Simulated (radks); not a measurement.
The numbers below are computed, except where a source is named.
Valence configurations of Pb IV (all share [Xe]). Code: a radial shooting solver on a logarithmic mesh with Libxc functionals. Model: scalar-relativistic Kohn-Sham, SCAN, spin-polarised, spherical densities, finite nucleus; open shells are filled with parallel spins first (spin-orbit coupling, left out, can overturn this in heavy ions); meta-GGA in the generalised Kohn-Sham scheme; Fermi nuclear charge, rms radius 5.5012 fm. Energies are relative to 4f14 5d10 6s1; eigenvalues in eV for spin up.

valence                E (eV)  moment (Bohr magnetons)    e(4f)    e(5d)    e(6p)    e(6s)
4f14 5d10 6s1           0.000                        1  -163.03  -50.033        -  -38.286
4f13 5d10 6s1 6p1      144.62                        3  -184.12  -57.123  -29.251  -41.573
4f14 5d10 6p1          11.861                        1  -164.74  -51.620  -27.402        -
4f14 5d9 6s1 6p1       24.022                        3  -169.73  -55.408  -29.033  -41.177
4f14 5d10 6s0.5 6p0.5   5.956                        1  -163.89  -50.852  -26.986  -38.876
4f12 5d10 6s1 6p2      306.10                        5  -205.81  -64.335  -32.026  -45.396
4f14 5d9 6s2           13.360                        1  -168.14  -53.813        -  -39.618
4f13 5d10 6s2          133.69                        1  -182.51  -55.495        -  -39.975
4f13.5 5d10 6s1.5      65.097                        1  -172.70  -52.733        -  -39.120
4f14 5d8 6s1 6p2       49.724                        5  -176.40  -60.622  -31.503  -44.524

NIST lists [Xe] 4f14 5d10 6s1 as the ground configuration; this level of theory agrees among the configurations tried. The energies are those of spherical high-spin densities, not of single terms.
